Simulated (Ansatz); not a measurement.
Potential energy surface of H2Be, singlet: map of symmetric stretch and bend. Scanned: Be-H bond length and H-Be-H angle.

Computed with restricted PBE/cc-pVTZ in Ansatz (a program for electronic structure).

Energy in kJ/mol above the lowest grid point; x is the Be-H bond length (Å), y the H-Be-H angle (°).

```
y \ x    1.13   1.19   1.26   1.33   1.39   1.46   1.53   1.59   1.66   1.74   1.80
------  -----  -----  -----  -----  -----  -----  -----  -----  -----  -----  -----
180      83.1   38.4    9.6    0.0    3.4   17.7   40.2   64.5   96.9  137.6  169.7
168.57   86.0   41.3   12.3    2.6    5.9   20.1   42.6   66.7   99.0  139.6  171.7
160.45   91.7   46.7   17.6    7.7   10.8   24.8   47.1   71.1  103.2  143.6  175.5
148.84  104.9   59.6   30.0   19.7   22.4   36.0   57.9   81.5  113.2  153.0  184.5
141.38  116.7   71.1   41.2   30.5   32.9   46.1   67.6   90.8  122.1  161.5  192.6
129.84  140.3   94.2   63.6   52.2   54.1   66.4   87.1  109.7  140.2  178.6  209.0
118.48  170.5  123.7   92.4   80.1   81.2   92.6  112.3  134.0  163.4  200.6  230.1
110.74  195.3  148.0  116.1  103.1  103.6  114.3  133.2  154.2  182.7  218.9  247.6
101.70  229.0  181.1  148.4  134.6  134.2  143.9  161.8  181.9  209.3  244.1  271.8
88.43   288.0  239.4  205.6  190.6  189.0  197.2  213.4  231.9  257.5  290.2  316.2
79.20   335.8  286.9  252.6  236.9  234.6  241.8  256.9  274.5  298.8  330.0  354.8
70      388.4  339.6  305.1  289.0  286.3  292.8  307.1  324.0  347.3  377.3  401.1
```

Points that lie below all their neighbours on the grid: x = 1.33, y = 180 on the edge of the grid (0.0 kJ/mol).
